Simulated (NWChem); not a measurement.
AlH$_{3}$SO; SMILES [OH][AlH][SH]

```xyz
6

Al    -0.5667    -0.5622     0.0000
H     -2.1150    -0.8719     0.0000
O      0.6368    -1.7651     0.0000
H      0.5029    -2.7138     0.0000
S      0.1523     1.4943     0.0000
H      1.4482     1.1065     0.0000
```
Atoms are numbered in this order, from 1.

All runs: NWChem. All runs use the structure optimised with PBE0/def2-SVP. Level PBE/def2-SVP: energy and gradient on several grids; changes count from the extra-fine grid, which is no exact limit either.

```json
[
 {"grid": "xcoarse", "size of the energy change (μHa)": "400", "largest change of a gradient component (μHa/bohr)": "3000"},
 {"grid": "coarse", "size of the energy change (μHa)": "50", "largest change of a gradient component (μHa/bohr)": "400"},
 {"grid": "medium", "size of the energy change (μHa)": "< 10", "largest change of a gradient component (μHa/bohr)": "80"},
 {"grid": "fine", "size of the energy change (μHa)": "< 10", "largest change of a gradient component (μHa/bohr)": "< 30"},
 {"grid": "xfine", "size of the energy change (μHa)": "< 10", "largest change of a gradient component (μHa/bohr)": "< 30"}
]
```
